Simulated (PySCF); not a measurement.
PySCF input (TPSSh/def2-TZVPD):

```python
from pyscf import gto, scf, dft

mol = gto.M(
    atom='''
    C    -2.10360464   -0.24540614    0.05048341
    C    -0.79346234   -0.97744918    0.15542814
    C     0.38579056   -0.42647010    0.06340973
    C     1.31852493    0.52042534   -0.08814731
    N     2.19219248    1.29263228   -0.21242435
    H    -1.95609971    0.81979115   -0.11458196
    H    -2.69389330   -0.65516419   -0.77305522
    H    -2.68342752   -0.38711613    0.96606080
    H    -0.85541792   -2.05253638    0.32150300
    ''',
    basis='def2-tzvpd',
    charge=0,
    spin=1,
    verbose=4,
)

mf = dft.UKS(mol, xc='tpssh').density_fit(auxbasis='def2-universal-jkfit')
mf.grids.level = 3
mf.conv_tol = 1e-9
mf.max_cycle = 100
mf.max_memory = 1500
mf.kernel()
if not mf.converged:
    mf = mf.newton()
    mf.kernel(mf.make_rdm1())
for _ in range(2):
    mo, _, stable, _ = mf.stability(return_status=True)
    if stable:
        break
    mf.kernel(mf.make_rdm1(mo, mf.mo_occ))
mf.analyze()
```

Output:

```
PySCF version 2.14.0

[INPUT] verbose = 4
[INPUT] num. atoms = 9
[INPUT] num. electrons = 35
[INPUT] charge = 0
[INPUT] spin (= nelec alpha-beta = 2S) = 1
[INPUT] symmetry False subgroup None
[INPUT] Mole.unit = angstrom
[INPUT] Symbol           X                Y                Z      unit          X                Y                Z       unit  Magmom
[INPUT]  1 C     -2.103604640000  -0.245406140000   0.050483410000 AA   -3.975236643964  -0.463750393887   0.095399818734 Bohr   0.0
[INPUT]  2 C     -0.793462340000  -0.977449180000   0.155428140000 AA   -1.499426512757  -1.847111250881   0.293716616651 Bohr   0.0
[INPUT]  3 C      0.385790560000  -0.426470100000   0.063409730000 AA    0.729038499843  -0.805911689316   0.119827023333 Bohr   0.0
[INPUT]  4 C      1.318524930000   0.520425340000  -0.088147310000 AA    2.491651006111   0.983461360884  -0.166574274517 Bohr   0.0
[INPUT]  5 N      2.192192480000   1.292632280000  -0.212424350000 AA    4.142643399531   2.442720988972  -0.401423843689 Bohr   0.0
[INPUT]  6 H     -1.956099710000   0.819791150000  -0.114581960000 AA   -3.696492724241   1.549180752842  -0.216528523216 Bohr   0.0
[INPUT]  7 H     -2.693893300000  -0.655164190000  -0.773055220000 AA   -5.090720545801  -1.238080885723  -1.460862644965 Bohr   0.0
[INPUT]  8 H     -2.683427520000  -0.387116130000   0.966060800000 AA   -5.070943087921  -0.731543464102   1.825590331678 Bohr   0.0
[INPUT]  9 H     -0.855417920000  -2.052536380000   0.321503000000 AA   -1.616505590845  -3.878731618906   0.607552618226 Bohr   0.0

nuclear repulsion = 130.678476635574
number of shells = 85
number of NR pGTOs = 304
number of NR cGTOs = 221
basis = def2-tzvpd
ecp = {}

******** <class 'pyscf.df.df_jk.DFUKS'> ********
method = DFUKS
initial guess = minao
damping factor = 0
level_shift factor = 0
DIIS = <class 'pyscf.scf.diis.CDIIS'>
diis_start_cycle = 1
diis_space = 8
diis_damp = 0
SCF conv_tol = 1e-09
SCF conv_tol_grad = None
SCF max_cycles = 100
direct_scf = False
number electrons alpha = 18  beta = 17
XC library pyscf.dft.libxc version 7.1.2
    S. Lehtola, C. Steigemann, M. J. T. Oliveira, and M. A. L. Marques,  SoftwareX 7, 1–5 (2018)
XC functionals = tpssh
    V. N. Staroverov, G. E. Scuseria, J. Tao, and J. P. Perdew,  J. Chem. Phys. 119, 12129 (2003)
radial grids:
    Treutler-Ahlrichs [JCP 102, 346 (1995); DOI:10.1063/1.469408] (M4) radial grids

becke partition: Becke, JCP 88, 2547 (1988); DOI:10.1063/1.454033
pruning grids: <function nwchem_prune>
grids dens level: 3
symmetrized grids: False
atomic radii adjust function: <function treutler_atomic_radii_adjust>
small_rho_cutoff = 0
Set gradient conv threshold to 3.16228e-05
tot grids = 109608
******** <class 'pyscf.df.df.DF'> ********
auxbasis = def2-universal-jkfit
init E= -210.07225792846
  alpha nocc = 18  HOMO = -0.223568077784037  LUMO = -0.125835498589204
[...]
  beta  nocc = 17  HOMO = -0.272273630827307  LUMO = -0.130542693726895
  HOMO = -0.235563146492  LUMO = -0.130542693727  gap/eV = 2.85775
Extra cycle  E= -209.571041656037  delta_E= 1.86e-10  |g|= 2.37e-05  |ddm|= 3.86e-05
converged SCF energy = -209.571041656037  <S^2> = 0.77708712  2S+1 = 2.0269061
uhf_internal: lowest eigs of H = [0.15639458 0.17681467 0.2441863 ]
<class 'pyscf.df.df_jk.DFUKS'> wavefunction is stable in the internal stability analysis
**** SCF Summaries ****
Total Energy =                        -209.571041656036755
Nuclear Repulsion Energy =             130.678476635573816
One-electron Energy =                 -539.404260990405078
Two-electron Energy =                  199.154742698794479
Two-electron Coulomb Energy =          229.203255665230387
DFT Exchange-Correlation Energy =      -30.048512966435919
HOMO-LUMO gap [eV] =                     2.857752080181375
**** MO energy ****
                             alpha | beta                alpha | beta
MO #1   energy= -14.2686840297484  | -14.2592147744204  occ= 1 | 1
MO #2   energy= -10.1737768479218  | -10.1710743723863  occ= 1 | 1
MO #3   energy= -10.168582565565   | -10.1646722928934  occ= 1 | 1
MO #4   energy= -10.1612930331684  | -10.1602672400761  occ= 1 | 1
MO #5   energy= -10.1432311964779  | -10.1416233054854  occ= 1 | 1
MO #6   energy= -0.900915609973943 | -0.887157558775236 occ= 1 | 1
MO #7   energy= -0.81830442992775  | -0.807484595182608 occ= 1 | 1
MO #8   energy= -0.72618894224297  | -0.710840592185789 occ= 1 | 1
MO #9   energy= -0.641108302736697 | -0.638188151755642 occ= 1 | 1
MO #10  energy= -0.506320716094137 | -0.500338827159858 occ= 1 | 1
MO #11  energy= -0.446542927205398 | -0.4326835406645   occ= 1 | 1
MO #12  energy= -0.432416665069903 | -0.431931780851697 occ= 1 | 1
MO #13  energy= -0.395163465267377 | -0.39091790896261  occ= 1 | 1
MO #14  energy= -0.375839303159363 | -0.369340587399017 occ= 1 | 1
MO #15  energy= -0.372118835743319 | -0.354814143958034 occ= 1 | 1
MO #16  energy= -0.363581706363283 | -0.342940729558501 occ= 1 | 1
MO #17  energy= -0.278782106496415 | -0.272273630827307 occ= 1 | 1
MO #18  energy= -0.235563146491813 | -0.130542693726895 occ= 1 | 0
MO #19  energy= -0.0792794436591748 | -0.0751735882286155 occ= 0 | 0
MO #20  energy= -0.00417792175211502 | -0.00253118884096204 occ= 0 | 0
MO #21  energy= 0.0218374179177106 | 0.024615072435767  occ= 0 | 0
MO #22  energy= 0.0258337110923398 | 0.0306706460504308 occ= 0 | 0
MO #23  energy= 0.0530068284370167 | 0.0654073240851839 occ= 0 | 0
MO #24  energy= 0.0646268579914205 | 0.07246340697668   occ= 0 | 0
MO #25  energy= 0.0721118533868412 | 0.0778843698966678 occ= 0 | 0
MO #26  energy= 0.0830687659506136 | 0.0871892093830507 occ= 0 | 0
MO #27  energy= 0.0939920136437796 | 0.097480119569957  occ= 0 | 0
MO #28  energy= 0.104051345070583  | 0.104051241420615  occ= 0 | 0
MO #29  energy= 0.107425887312175  | 0.115703959095374  occ= 0 | 0
MO #30  energy= 0.125957584050191  | 0.129483763491355  occ= 0 | 0
MO #31  energy= 0.139298082832257  | 0.141373540480304  occ= 0 | 0
MO #32  energy= 0.140165965910745  | 0.142187056107983  occ= 0 | 0
MO #33  energy= 0.154361461540547  | 0.158702208022233  occ= 0 | 0
MO #34  energy= 0.167229264755856  | 0.169371437584132  occ= 0 | 0
MO #35  energy= 0.170855417856667  | 0.172784966310015  occ= 0 | 0
MO #36  energy= 0.177603228650915  | 0.183473493068462  occ= 0 | 0
MO #37  energy= 0.192426869714489  | 0.196781627180695  occ= 0 | 0
MO #38  energy= 0.195063374690017  | 0.196849623415646  occ= 0 | 0
MO #39  energy= 0.21578557423699   | 0.219663337487085  occ= 0 | 0
MO #40  energy= 0.228768238399614  | 0.229597480062541  occ= 0 | 0
MO #41  energy= 0.228842353840938  | 0.232377392518984  occ= 0 | 0
MO #42  energy= 0.234070597549176  | 0.238218272287364  occ= 0 | 0
MO #43  energy= 0.23615604422702   | 0.241288203912585  occ= 0 | 0
MO #44  energy= 0.251759380980176  | 0.254082434647344  occ= 0 | 0
MO #45  energy= 0.254110304571048  | 0.258674193386515  occ= 0 | 0
MO #46  energy= 0.265733400217376  | 0.268522542883626  occ= 0 | 0
MO #47  energy= 0.26686468288047   | 0.269576414975463  occ= 0 | 0
MO #48  energy= 0.2903758522817    | 0.293196077056118  occ= 0 | 0
MO #49  energy= 0.29235213330414   | 0.296461730706893  occ= 0 | 0
MO #50  energy= 0.307645341460348  | 0.309996174276399  occ= 0 | 0
MO #51  energy= 0.309433735235137  | 0.313578373317699  occ= 0 | 0
MO #52  energy= 0.327971097921993  | 0.333220693797025  occ= 0 | 0
MO #53  energy= 0.337541270663304  | 0.343432430323113  occ= 0 | 0
MO #54  energy= 0.340087790796074  | 0.344681364209614  occ= 0 | 0
MO #55  energy= 0.356369102878414  | 0.361809545759172  occ= 0 | 0
MO #56  energy= 0.371006811640053  | 0.372713243736299  occ= 0 | 0
MO #57  energy= 0.375141629603846  | 0.376309384790126  occ= 0 | 0
MO #58  energy= 0.392213432612385  | 0.394069861589288  occ= 0 | 0
MO #59  energy= 0.400145328572273  | 0.400591100312187  occ= 0 | 0
MO #60  energy= 0.411326799042711  | 0.414995665819379  occ= 0 | 0
MO #61  energy= 0.417726396723619  | 0.420185390020367  occ= 0 | 0
MO #62  energy= 0.418303118022889  | 0.422989249356438  occ= 0 | 0
MO #63  energy= 0.434263730012619  | 0.436745403534337  occ= 0 | 0
MO #64  energy= 0.443232072946558  | 0.44459592702733   occ= 0 | 0
MO #65  energy= 0.460222604562398  | 0.46277529490049   occ= 0 | 0
MO #66  energy= 0.46737592258399   | 0.470897776801645  occ= 0 | 0
MO #67  energy= 0.494264985953465  | 0.499989912424696  occ= 0 | 0
MO #68  energy= 0.506620885218053  | 0.512692230689485  occ= 0 | 0
MO #69  energy= 0.510479049226848  | 0.514608561182154  occ= 0 | 0
MO #70  energy= 0.526534745271577  | 0.53126756378562   occ= 0 | 0
MO #71  energy= 0.534370960874869  | 0.537896616486373  occ= 0 | 0
MO #72  energy= 0.540121566208297  | 0.544452687785394  occ= 0 | 0
MO #73  energy= 0.544108053542827  | 0.546554246216069  occ= 0 | 0
MO #74  energy= 0.579414042613112  | 0.579182673300674  occ= 0 | 0
MO #75  energy= 0.591791804568979  | 0.594418712201251  occ= 0 | 0
MO #76  energy= 0.602888979450259  | 0.604229437671918  occ= 0 | 0
MO #77  energy= 0.605613858730625  | 0.608775735989485  occ= 0 | 0
MO #78  energy= 0.620934505214061  | 0.627828682064644  occ= 0 | 0
MO #79  energy= 0.626867887357035  | 0.630278261943377  occ= 0 | 0
MO #80  energy= 0.655357866583143  | 0.659787523088352  occ= 0 | 0
MO #81  energy= 0.655508866801305  | 0.661244603067594  occ= 0 | 0
MO #82  energy= 0.671356963168401  | 0.675627891509443  occ= 0 | 0
MO #83  energy= 0.67867821388371   | 0.68766054194232   occ= 0 | 0
MO #84  energy= 0.695525825936737  | 0.697603826325255  occ= 0 | 0
MO #85  energy= 0.706415812912965  | 0.709247115801128  occ= 0 | 0
MO #86  energy= 0.713932613496945  | 0.719672390522649  occ= 0 | 0
MO #87  energy= 0.723987055257728  | 0.730245127050176  occ= 0 | 0
MO #88  energy= 0.75127914844692   | 0.760185096854432  occ= 0 | 0
MO #89  energy= 0.757523554067276  | 0.766461217098144  occ= 0 | 0
MO #90  energy= 0.763491892016249  | 0.767463367101059  occ= 0 | 0
MO #91  energy= 0.795791649010847  | 0.798894747053767  occ= 0 | 0
MO #92  energy= 0.799351210857698  | 0.804163903580463  occ= 0 | 0
MO #93  energy= 0.811337274176318  | 0.821127202494519  occ= 0 | 0
MO #94  energy= 0.831773817257364  | 0.843301861144014  occ= 0 | 0
MO #95  energy= 0.848050307092611  | 0.849954343787616  occ= 0 | 0
MO #96  energy= 0.870332195457437  | 0.873095547991694  occ= 0 | 0
MO #97  energy= 0.903276431001686  | 0.911082088302596  occ= 0 | 0
MO #98  energy= 0.941452517268408  | 0.955017304807602  occ= 0 | 0
MO #99  energy= 0.961337743325774  | 0.967545784397741  occ= 0 | 0
MO #100 energy= 0.961546832146901  | 0.972427515522365  occ= 0 | 0
MO #101 energy= 1.02114194754937   | 1.02880062917065   occ= 0 | 0
MO #102 energy= 1.06178534638331   | 1.07006584641912   occ= 0 | 0
MO #103 energy= 1.06823009365081   | 1.07891038272462   occ= 0 | 0
MO #104 energy= 1.07576678013411   | 1.08500977322205   occ= 0 | 0
[...]
```

It need not be the lowest isomer of its formula.
